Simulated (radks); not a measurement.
Problem. Coherent X-ray form factor from a spherical all-electron density. Calculated with a radial shooting solver on a logarithmic mesh with Libxc functionals: Dirac Kohn-Sham, BLYP, spin-unpolarised, spherical densities, point nucleus.

sin(theta)/lambda (1/angstrom)  f0 (electrons)
0.05                                    46.490
0.1                                     45.050
0.15                                    42.913
0.2                                     40.362
0.25                                    37.647
0.3                                     34.953
0.4                                     30.054
0.5                                     26.092
0.6                                     23.074
0.8                                     19.071
1                                       16.374
1.25                                    13.495
1.5                                     10.930
2                                        7.379

The species is in the configuration that NIST lists as its ground one. Which atom or ion scatters so?

Solution. The tin ion Sn3+, [Kr] 4d10 5s1. Extrapolating in s^2 from the first two rows gives f0(0) = 47.0, near the electron count 47; among species with that count, the fall with angle is slower the higher Z, and the table is that of Z = 50; from so few rows the species is fixed only to a neighbour or two.
